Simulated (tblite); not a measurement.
Isomers of C8H7O (doublet state). All values are computed: GFN2-xTB (tblite) harmonic vibrations without scaling, gas phase. Errors from tens to a few hundred cm⁻¹ against measured bands are possible. One conformer each. Open shells enter through the occupations alone, without spin polarisation, and single modes of such species can be off by tens of per cent.

Electronic energies: GFN2-xTB at the same geometries; isomer energies are rough at this level and their order can be wrong.

| SMILES | electronic energy, lowest = 0 (kcal/mol) |
| --- | --- |
| C#CC#CC[C@@H]([O])C=C | 51.5 |
| C#CC1=C(C=O)C[CH]C1 | 0.0 |
| [H]/[C]=C/C(C=O)=C/C#CC | 34.9 |

Task: How do GFN2-xTB zero-point energies change the relative energies?

Result: 
| SMILES | ZPE (kcal/mol) | of it from modes above 1550 cm⁻¹ | electronic (kcal/mol) | with ZPE, lowest = 0 (kcal/mol) | lowest mode (cm⁻¹) | rings |
| --- | --- | --- | --- | --- | --- | --- |
| C#CC1=C(C=O)C[CH]C1 | 72.9 | 37.6 | 0.0 | 0.0 | 108 | 1 |
| [H]/[C]=C/C(C=O)=C/C#CC | 71.5 | 40.2 | 34.9 | 33.5 | 6 | 0 |
| C#CC#CC[C@@H]([O])C=C | 71.4 | 39.3 | 51.5 | 50.0 | 45 | 0 |

The zero-point energies span 1.5 kcal/mol, from `C#CC#CC[C@@H]([O])C=C` to `C#CC1=C(C=O)C[CH]C1`. The order is unchanged.
